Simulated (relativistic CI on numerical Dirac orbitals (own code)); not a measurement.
# Hyperfine structure of Nd LII, mass number 145

Computed by Dirac-Coulomb-Breit CI, separate exchange-only KLI orbitals for each configuration, a model potential for QED, unscaled Slater integrals (own radial code, finite nucleus).

Configuration list (outside the closed core 1s2): 2s²2p⁵, 2s2p⁶, 2p⁶3s, 2p⁶3p, 2p⁶3d, 2s²2p⁴3s, 2s²2p⁴3p, 2s²2p⁴3d, 2s2p⁵3s, 2s2p⁵3p, 2s2p⁵3d, 2s²2p⁴4s, 2s²2p⁴4p, 2s²2p⁴4d, 2s²2p⁴4f, 2s2p⁵4s. Levels of other configurations are missing.

Nuclear spin I = 7/2, μ = -0.656 μN, Q = -0.314 b (tables of Stone and Pyykkö). The electronic factors are computed for point nuclear moments, without core polarisation or the Bohr-Weisskopf and QED corrections.

```json
{"Level": "2s²2p⁵ ²P°3/2", "E (eV)": "0.00", "A (GHz)": "-77.7", "B (GHz)": "247"}
{"Level": "2s²2p⁵ ²P°1/2", "E (eV)": "536.58", "A (GHz)": "-550", "B (GHz)": ""}
{"Level": "2s2p⁶ ²S1/2", "E (eV)": "889.61", "A (GHz)": "-1741", "B (GHz)": ""}
{"Level": "2s²2p⁴3s ⁴P5/2", "E (eV)": "5431.07", "A (GHz)": "-157.3", "B (GHz)": "-26.6"}
{"Level": "2s²2p⁴3s ²P3/2", "E (eV)": "5439.61", "A (GHz)": "3.245", "B (GHz)": "-10.3"}
{"Level": "2s²2p⁴3s ²S1/2", "E (eV)": "5478.71", "A (GHz)": "-478.2", "B (GHz)": ""}
{"Level": "2s²2p⁴3p ²P°1/2", "E (eV)": "5575.52", "A (GHz)": "-153.1", "B (GHz)": ""}
{"Level": "2s²2p⁴3p ²D°5/2", "E (eV)": "5678.30", "A (GHz)": "-56.5", "B (GHz)": "0.672"}
```

Levels with J = 0, under 50 % of one LS term, or S terms without an open s electron are left out. Small factors come from cancelling terms and can be off by tens of per cent or more.

At this charge energies of transitions that change n are usually good to better than 1 %, and those within a shell (Δn = 0) to a few per cent.

Give the hyperfine levels of 2s²2p⁵ ²P°1/2 relative to its centre of gravity.

With K = F(F + 1) − I(I + 1) − J(J + 1), E = AK/2: F = 3: 1238, F = 4: -962.5 GHz.

LS names give the leading component of a level, which can be under half, so a name can repeat, a term be missing and a line seem to break the LS rules.
